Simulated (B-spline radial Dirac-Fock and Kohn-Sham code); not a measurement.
Se⁵⁺: eigenvalues, ΔSCF and the reference

System: Se⁵⁺, [Ar] 3d10 4s1.

The density-functional columns are spherical, spin-unpolarised Dirac-Kohn-Sham results without Breit or QED terms: −ε is minus the orbital energy of the initial state and ΔSCF the difference of two total energies. The reference in the last column comes from ΔSCF Dirac-Fock with Breit, self-energy and vacuum polarisation, finite nucleus, configuration average. All numbers are from a B-spline atomic structure program, in eV; a selection of levels is shown. The Kohn-Sham columns are given as differences from the reference. For the 1s level of heavy atoms much of the gap between ΔSCF and the reference is the Breit and QED part, -27.3 eV here; for other levels the error of the functional can be larger.

| level | PBE −ε − DF | PBE ΔSCF − DF | LDA −ε − DF | LDA ΔSCF − DF | Dirac-Fock |
| --- | --- | --- | --- | --- | --- |
| K | -168.8 | +47.1 | -190.1 | +25.1 | 12740.8 |
| L1 | -65.7 | -28.2 | -68.1 | -30.4 | 1741.9 |
| L2 | -47.8 | -2.2 | -48.4 | -2.7 | 1558.8 |
| L3 | -48.6 | -4.2 | -49.1 | -4.6 | 1517.8 |
| M2 | -25.0 | -9.3 | -25.2 | -9.4 | 250.8 |
| M3 | -25.0 | -9.4 | -25.1 | -9.5 | 244.9 |
| M4 | -13.1 | +2.1 | -12.7 | +2.5 | 135.3 |
| M5 | -13.2 | +2.0 | -12.8 | +2.4 | 134.4 |
| N1 | -5.2 | +1.9 | -4.7 | +2.2 | 80.72 |

For the outermost level NIST gives 81.83 ± 0.03 eV (measured); the differences from it are PBE −ε -6.31, PBE ΔSCF +0.84, LDA −ε -5.82, LDA ΔSCF +1.09, Dirac-Fock -1.11 eV.

Values without a named source are computed, but for edge energies of neutral atoms, which are taken from tables.
